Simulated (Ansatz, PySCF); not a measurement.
Molecule: sum formula KOH, net charge -1, doublet state. 
Structure (B3LYP-D3(BJ)/def2-TZVP (Ansatz, a first-principles code) minimum search):
```xyz
3

K      0.0000     0.0000    -0.7764
O      0.0000     0.0000     1.5324
H      0.0000     0.0000     2.4921
```
Charge -1, spin multiplicity 2.

Total electronic energies in hartree. Cores are frozen in the correlated levels unless marked. UHF or UKS for open shells. No spin-orbit coupling. The frozen core is the preceding noble-gas configuration, with the filled d and f shells of earlier blocks. The outer core of K, Ca and their heavier congeners is not correlated, a term that matters for these elements. Non-relativistic. FCI takes restricted orbitals. CBS marks a two-point X^-3 extrapolation of the correlation energy; Hartree-Fock from the larger set.

```tsv
level	program	energy (Eh)
HF/def2-SVPD	Ansatz	-674.48564
HF-D3(BJ)/def2-TZVPD	PySCF + dftd3	-674.65158
TPSSh/def2-TZVPD	PySCF	-675.82157
LC-wPBE/def2-TZVPD	Ansatz	-675.62754
wB97X-V/def2-TZVPD	Ansatz	-675.69972
MP2/STO-3G	Ansatz	-667.26118
CCSD/6-31G	Ansatz	-674.68029
FCI/STO-3G	Ansatz	-667.27339
CCSD(T)/CBS(def2-TZVPPD,def2-QZVPPD)	Ansatz	-674.9799
```

Totals of different functionals don't rank their quality; only differences between species are comparable.
